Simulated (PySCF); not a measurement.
A structure optimised at PBE-D3(BJ)/def2-SVP, used in a PySCF frequency run:

```
Si
H 1 1.5077
N 1 1.8342 2 112.39
C 3 1.2989 1 102.52 2 -122.04
H 4 1.1176 3 119.74 1 -177.20
Si 4 1.9393 5 130.31 3 178.29
H 6 1.5091 4 114.10 5 -67.74
H 6 1.5100 7 108.00 4 -133.40
Si 1 2.3506 2 111.02 3 125.04
H 9 1.5050 1 109.04 2 -179.91
H 9 1.5052 10 109.19 1 -122.09
H 9 1.5065 10 108.82 11 -118.77
```
Charge 0, spin multiplicity 1.

**Question.** Write its SMILES and formula.

**Answer.** [SiH3][Si@H]1N=C[SiH2]1, CH7NSi3

**Question.** What are its rotational constants (standard atomic weights)?

**Answer.** 4.3358, 1.4662, 1.2892 GHz
